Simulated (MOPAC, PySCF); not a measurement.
C₃H₅Al, SMILES `C=C=[CH][AlH2]`, neutral singlet in the gas phase. 

Cartesian coordinates (Å):
```xyz
9

C     -1.9307     0.4267    -0.3218
C     -0.8221    -0.2557    -0.2956
C      0.3217    -0.8819    -0.2898
Al     1.8929     0.1321    -0.7862
H     -2.5350     0.4759    -1.2206
H     -2.2829     0.9536     0.5578
H      0.3336    -1.9342    -0.0090
H      1.7084     1.6573    -1.1678
H      3.3140    -0.5739    -0.8012
```
Charge 0, spin multiplicity 1.

All levels are single points at this geometry (PBE0-D3(BJ)/def2-TZVP); Pople sets use spherical d functions. Orbital energies aren't observables, and empty levels follow the basis.

M06-2X/6-31G* in PySCF gives dipole (D) = 0.60.

Problem. Estimate the dipole (D) from each of these levels: PBE-D3(BJ)/def2-TZVP in PySCF; ωB97X-D3(BJ)/def2-TZVP in PySCF; B3LYP/LANL2DZ in PySCF; PBE/6-31G* in PySCF; SVWN5/6-31G* in PySCF; HF/6-31G* in PySCF; AM1 in MOPAC; PM3 in MOPAC.

Solution. 
| level | dipole (D) |
|---|---|
| PBE-D3(BJ)/def2-TZVP in PySCF | 0.63 |
| ωB97X-D3(BJ)/def2-TZVP in PySCF | 0.55 |
| B3LYP/LANL2DZ in PySCF | 0.51 |
| PBE/6-31G* in PySCF | 0.82 |
| SVWN5/6-31G* in PySCF | 0.85 |
| HF/6-31G* in PySCF | 0.59 |
| AM1 in MOPAC | 0.37 |
| PM3 in MOPAC | 0.69 |
